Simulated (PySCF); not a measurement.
## `InChI=1S/C3HBrClN3/c4-2-3(5)8-7-1-6-2/h1H`

Molfile (atoms numbered from 1):
```
C3HBrClN3
     RDKit          3D

  9  9  0  0  0  0  0  0  0  0999 V2000
    2.5775    1.9212   -0.1011 Cl  0  0  0  0  0  0  0  0  0  0  0  0
    1.1172    1.0313   -0.0727 C   0  0  0  0  0  0  0  0  0  0  0  0
   -0.0073    1.6986   -0.2143 N   0  0  0  0  0  0  0  0  0  0  0  0
   -1.1608    1.0638   -0.2003 N   0  0  0  0  0  0  0  0  0  0  0  0
   -1.1433   -0.2501   -0.0423 C   0  0  0  0  0  0  0  0  0  0  0  0
   -0.0491   -1.0003    0.1083 N   0  0  0  0  0  0  0  0  0  0  0  0
    1.0960   -0.3753    0.0958 C   0  0  0  0  0  0  0  0  0  0  0  0
    2.6740   -1.3656    0.3050 Br  0  0  0  0  0  0  0  0  0  0  0  0
   -2.1132   -0.7564   -0.0352 H   0  0  0  0  0  0  0  0  0  0  0  0
  1  2  1  0
  2  3  1  0
  3  4  2  0
  4  5  1  0
  5  6  2  0
  6  7  1  0
  7  8  1  0
  7  2  2  0
  5  9  1  0
M  END
```

Method used: quadratic response PBE0/def2-SVPD first hyperpolarisability, Taylor convention, gas phase in PySCF 2.14.0. Geometry: PBE0-D3(BJ)/def2-SVP.

The calculation is non-relativistic, which matters for the atoms heavier than Zn.

(1) Give the tensor of the second harmonic β(−2ω;ω,ω) at 1064 nm in the axes of these coordinates.

Results:

(1) In au, Taylor convention; rows are the first index (the induced dipole):
|  | xx | yy | zz | xy | xz | yz |
| --- | --- | --- | --- | --- | --- | --- |
| x | +119.5 | -17.9 | -62.0 | +22.8 | +11.0 | -6.2 |
| y | +20.9 | +111.1 | +29.9 | -4.0 | -8.1 | -5.9 |
| z | +11.3 | -6.3 | -22.6 | -8.2 | -64.7 | +33.2 |

Norm of βᵢ = ⅓ Σⱼ (βᵢⱼⱼ + βⱼᵢⱼ + βⱼⱼᵢ): 172.8 au, hyper-Rayleigh value 80.7 au.
